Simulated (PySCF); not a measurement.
F₃In, SMILES [F][In+]([F])[F] (connectivity only; charge and spin as stated), charge +1, multiplicity 2.

Geometry: r2SCAN-D4/def2-SVP. The def2 effective core potentials stand for the cores of In; spin–orbit coupling is left out.

Computed with C-PCM-B3LYP/def2-SVP (PySCF).

The values are the electrostatic part of the solvation free energy, E(continuum) − E(gas) at the gas-phase geometry, in a cavity of scaled van der Waals radii (PySCF's table); cavitation and dispersion terms are not included. A continuum can't describe solvent molecules that bind to the metal.

Computed values in water (ε = 78.36), dimethylsulfoxide (ε = 46.83), toluene (ε = 2.37):
```
solvent                ε  ΔG(elec) (kcal/mol)
-----------------  -----  -------------------
water              78.36                -80.0
dimethylsulfoxide  46.83                -79.3
toluene             2.37                -46.4
```
